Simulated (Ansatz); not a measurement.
CH5FNOSi, SMILES `CO[Si](N)F` radical. The species carries charge 0 and has multiplicity 2.

```xyz
10

C    -0.271   -1.416   -0.704
O    -0.381   -0.076   -1.154
Si    0.315    1.211   -0.445
N    -0.144    1.298    1.206
F     1.913    1.059   -0.392
H    -1.096   -1.987   -1.133
H    -0.324   -1.475    0.387
H     0.673   -1.855   -1.038
H    -1.120    1.412    1.433
H     0.436    1.829    1.838
```

Give the diagnostics of a CCSD(T)/def2-TZVPP run (frozen core, Ansatz). (Estimate.)

The calculation gave: T1 = 0.0132, largest single amplitude 0.033, largest double 0.014, (T) share of the correlation energy 3.4 %, 10 CCSD cycles. ⟨S²⟩ of the UHF reference is 0.754 against 0.75 for a pure state. T1 lies under the customary mark of 0.045 for open shells.
